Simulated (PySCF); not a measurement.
B3H6N3, SMILES B1NBNBN1 (connectivity only; charge and spin as stated), charge +1, multiplicity 2. Atoms are numbered in the order given.

```xyz
12

B     -0.0603     0.7179     1.3086
N      0.0837    -0.7035     1.2554
B     -0.0370    -1.4081     0.0000
N      0.0837    -0.7035    -1.2554
B     -0.0603     0.7179    -1.3086
N      0.0060     1.3793     0.0000
H     -0.1766     1.3392     2.3361
H      0.0920    -1.2287     2.1377
H     -0.4546    -2.5589     0.0000
H      0.0920    -1.2287    -2.1377
H     -0.1766     1.3392    -2.3361
H      0.1984     2.3938     0.0000
```
Charge +1, spin multiplicity 2.

Geometry: PBE-D3(BJ)/def2-SVP. A frequency run showed that this geometry is not a minimum. The multiplicity is an assumed one; no other spin state was optimised.

All values below come from PBE/def2-TZVP (PySCF).

Atomic charges (e):

```csv
atom,meta-Löwdin,Löwdin,Mulliken,Mulliken spin
B1,0.14,___,0.07,-0.03
N2,-0.24,___,-0.15,0.18
B3,0.21,___,0.10,0.10
N4,-0.24,___,-0.15,0.18
B5,0.14,___,0.07,-0.03
N6,-0.14,___,-0.11,0.51
H7,0.07,___,0.10,0.02
H8,0.30,___,0.28,0.00
H9,0.10,___,0.12,0.07
H10,0.30,___,0.28,0.00
H11,0.07,___,0.10,0.02
H12,0.30,___,0.29,-0.01
```

Problem. Some entries are withheld; supply them. (An estimate is asked for; the answer gives what the named calculation found.)

Solution. 
- B1, Löwdin: -0.41
- N2, Löwdin: 0.34
- B3, Löwdin: -0.39
- N4, Löwdin: 0.34
- B5, Löwdin: -0.41
- N6, Löwdin: 0.41
- H7, Löwdin: 0.10
- H8, Löwdin: 0.26
- H9, Löwdin: 0.14
- H10, Löwdin: 0.26
- H11, Löwdin: 0.10
- H12, Löwdin: 0.26

Computed Mayer and Wiberg (Löwdin basis) orders of the bonds:
```tsv
bond	Mayer	Wiberg
B1–N2	1.28	1.54
N2–B3	1.16	1.45
B3–N4	1.16	1.45
N4–B5	1.28	1.54
B1–N6	1.09	1.38
B5–N6	1.09	1.38
B1–H7	0.94	0.86
N2–H8	0.89	0.78
B3–H9	0.88	0.79
N4–H10	0.89	0.78
B5–H11	0.94	0.86
N6–H12	0.88	0.78
```
